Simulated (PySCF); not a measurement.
Isomers of C4H8F2O2Si, mass 154.026 u with the commonest isotopes. The calculation used PBE0/pcSseg-1 in PySCF (dipole) on a GFN2-xTB geometry, gas phase. One conformer each, none proved a minimum here; rigid rotors.

Question: Order these by rotational constant A, smallest first.
A. `[CH3:1][O:2][SiH2:3][C:4]([O:5][CH3:6])=[C:7]([F:8])[F:9]` with C1–O2–Si3–C4 -61°, O2–Si3–C4–O5 40°, Si3–C4–O5–C6 180°
B. `[F:1][CH2:2][C@@H:3]1[O:4][SiH2:5][O:6][C@H:7]1[CH2:8][F:9]` with F1–C2–C3–O4 70°, O6–C7–C8–F9 -177°, C2–C3–O4–Si5 -102°, C3–O4–Si5–O6 -13°, O4–Si5–O6–C7 0°, Si5–O6–C7–C8 -110°
C. `[F:1][CH:2]([F:3])[C@H:4]1[CH2:5][CH2:6][O:7][SiH2:8][O:9]1` with F1–C2–C4–C5 -58°, C2–C4–C5–C6 72°, C4–C5–C6–O7 55°, C5–C6–O7–Si8 -41°, C6–O7–Si8–O9 22°

Answer: B (1764 MHz), A (2024 MHz), C (2409 MHz).

Question: Order these by out-of-plane moment Σ m c² = (Ia + Ib − Ic)/2, smallest first.
A. `[F:1][CH2:2][C@@H:3]1[O:4][SiH2:5][O:6][C@H:7]1[CH2:8][F:9]` with F1–C2–C3–O4 70°, O6–C7–C8–F9 -177°, C2–C3–O4–Si5 -102°, C3–O4–Si5–O6 -13°, O4–Si5–O6–C7 0°, Si5–O6–C7–C8 -110°
B. `[CH3:1][O:2][SiH2:3][C:4]([O:5][CH3:6])=[C:7]([F:8])[F:9]` with C1–O2–Si3–C4 -61°, O2–Si3–C4–O5 40°, Si3–C4–O5–C6 180°
C. `[F:1][CH:2]([F:3])[C@H:4]1[CH2:5][CH2:6][O:7][SiH2:8][O:9]1` with F1–C2–C4–C5 -58°, C2–C4–C5–C6 72°, C4–C5–C6–O7 55°, C5–C6–O7–Si8 -41°, C6–O7–Si8–O9 22°

Answer: B (16.10 u·Å²), A (69.48 u·Å²), C (83.32 u·Å²).

Question: Order these by rotational constant B, largest first.
A. `[CH3:1][O:2][SiH2:3][C:4]([O:5][CH3:6])=[C:7]([F:8])[F:9]` with C1–O2–Si3–C4 -61°, O2–Si3–C4–O5 40°, Si3–C4–O5–C6 180°
B. `[F:1][CH2:2][C@@H:3]1[O:4][SiH2:5][O:6][C@H:7]1[CH2:8][F:9]` with F1–C2–C3–O4 70°, O6–C7–C8–F9 -177°, C2–C3–O4–Si5 -102°, C3–O4–Si5–O6 -13°, O4–Si5–O6–C7 0°, Si5–O6–C7–C8 -110°
C. `[F:1][CH:2]([F:3])[C@H:4]1[CH2:5][CH2:6][O:7][SiH2:8][O:9]1` with F1–C2–C4–C5 -58°, C2–C4–C5–C6 72°, C4–C5–C6–O7 55°, C5–C6–O7–Si8 -41°, C6–O7–Si8–O9 22°

Answer: B (1209 MHz), C (1083 MHz), A (906.4 MHz).

```csv
SMILES,point group,Ia (u·Å²),Ib (u·Å²),Ic (u·Å²),κ,μa (D),μb (D),μc (D)
FC[C@@H]1O[SiH2]O[C@H]1CF,C1,286.48,418.03,565.55,-0.28,0.08,0.34,0.71
FC(F)[C@H]1CCO[SiH2]O1,C1,209.78,466.81,509.96,-0.87,0.43,0.19,1.13
CO[SiH2]C(OC)=C(F)F,C1,249.69,557.55,775.05,-0.63,0.58,2.43,0.60
```
